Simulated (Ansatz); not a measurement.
`B[SiH2]OC` and `CO[SiH2][SnH3]` differ in one atom or group.

Ansatz, PBE0-D4/def2-TZVP geometries, multiplicity 1. Each molecule was computed in one conformer, which needn't be the lowest.

Elements past krypton have def2 core potentials.

```json
{"property": "HOMO–LUMO gap (B3LYP/def2-TZVPP) / eV", "`B[SiH2]OC`": "5.24"}
{"property": "LUMO energy (ωB97M-V/def2-TZVPP) / eV", "`B[SiH2]OC`": "-0.43"}
{"property": "LUMO energy (PBE/def2-TZVPP) / eV", "`B[SiH2]OC`": "-3.43"}
{"property": "LUMO energy (B3LYP/def2-TZVPP) / eV", "`B[SiH2]OC`": "-2.61"}
{"property": "HOMO energy (PBE0/def2-TZVPP) / eV", "`B[SiH2]OC`": "-8.07"}
{"property": "HOMO–LUMO gap (ωB97M-V/def2-TZVPP) / eV", "`B[SiH2]OC`": "9.98"}
```

**Question.** What does the change do to each property? (Best estimate.)

**Answer.** The calculation gave: 
| property | `CO[SiH2][SnH3]` | shift |
| --- | --- | --- |
| HOMO–LUMO gap (B3LYP/def2-TZVPP) / eV | 6.67 | 1.43 |
| LUMO energy (ωB97M-V/def2-TZVPP) / eV | 1.28 | 1.71 |
| LUMO energy (PBE/def2-TZVPP) / eV | -1.22 | 2.21 |
| LUMO energy (B3LYP/def2-TZVPP) / eV | -0.57 | 2.04 |
| HOMO energy (PBE0/def2-TZVPP) / eV | -7.44 | 0.63 |
| HOMO–LUMO gap (ωB97M-V/def2-TZVPP) / eV | 10.77 | 0.79 |

With PBE0 the HOMO rises by 0.63 eV and the LUMO rises by 2.01 eV, so the gap widens by about 1.38 eV. PBE moves the HOMO by 0.30 eV and ωB97M-V by 0.93 eV.

B3LYP here is the variant with VWN-RPA as its local correlation; programs differ in this.
